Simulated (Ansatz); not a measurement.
Consider the substitution at a C–C bond: `CC(C)[NH][AlH2]` + `CB(N)N` → `CNB(C)N` + `CC[NH][AlH2]`.

Computed with Ansatz on PBE0-D4/def2-TZVP structures; ΔE is electronic, products minus reactants. CBS: MP2 limit from def2 TZ/QZ plus the TZ coupled-cluster correction, frozen cores. DFT in def2-TZVPP. B3LYP here is the variant with VWN-RPA as its local correlation; programs differ in this. One conformer a species, not always the lowest.

`CC(C)[NH][AlH2]`:

Cartesian coordinates in Å:
```
C -1.438 -0.120 0.892
C -0.279 0.316 0.005
C 0.422 1.537 0.586
N 0.654 -0.773 -0.223
Al 1.090 -1.552 -1.749
H -1.960 -0.973 0.454
H -2.156 0.691 1.036
H -1.070 -0.420 1.879
H -0.688 0.595 -0.974
H 1.229 1.867 -0.070
H -0.275 2.367 0.726
H 0.857 1.297 1.562
H 1.076 -1.084 0.642
H 0.391 -1.018 -3.067
H 2.148 -2.730 -1.700
```

`CB(N)N`:

Cartesian coordinates in Å:
```
C 0.744 -1.100 -0.360
B -0.097 0.173 0.060
N -0.640 0.258 1.364
N -0.323 1.208 -0.880
H 1.495 -0.873 -1.122
H 1.261 -1.559 0.486
H 0.084 -1.866 -0.783
H -1.210 1.017 1.692
H -0.493 -0.459 2.050
H 0.051 1.174 -1.809
H -0.873 2.028 -0.698
```

`CNB(C)N`:

```xyz
14

C     1.254   -0.261    1.453
N     0.632    0.652    0.531
B    -0.334    0.344   -0.457
C    -0.856   -1.136   -0.659
N    -0.844    1.379   -1.282
H     1.043   -0.005    2.498
H     2.343   -0.296    1.331
H     0.875   -1.269    1.282
H     0.942    1.605    0.634
H    -1.323   -1.527    0.251
H    -0.040   -1.822   -0.909
H    -1.596   -1.209   -1.459
H    -0.567    2.343   -1.221
H    -1.528    1.203   -1.993
```

`CC[NH][AlH2]`:

```xyz
12

C    -1.709   -0.189    0.075
C    -0.464    0.671   -0.059
N     0.686   -0.061   -0.549
Al    2.223   -0.371    0.268
H    -2.556    0.398    0.439
H    -1.535   -1.014    0.771
H    -1.992   -0.619   -0.890
H    -0.686    1.525   -0.713
H    -0.209    1.096    0.917
H     0.522   -0.440   -1.472
H     3.308   -1.226   -0.508
H     2.412    0.230    1.721
```

```
 level  ΔE (kcal/mol)
r2SCAN           11.4
 B3LYP            9.9
```

**Question.** What does CCSD(T)/CBS give? (Best estimate.)

**Answer.** The calculation gave: +12.0 kcal/mol. The listed levels differ from it by -0.6, -2.1 kcal/mol.

Largest T1 diagnostic among the species: 0.011.

In def2-TZVPP, CCSD(T) changes the Hartree–Fock value by +1.4 kcal/mol (the triples alone add +0.2 kcal/mol) and MP2 by +2.3 kcal/mol.
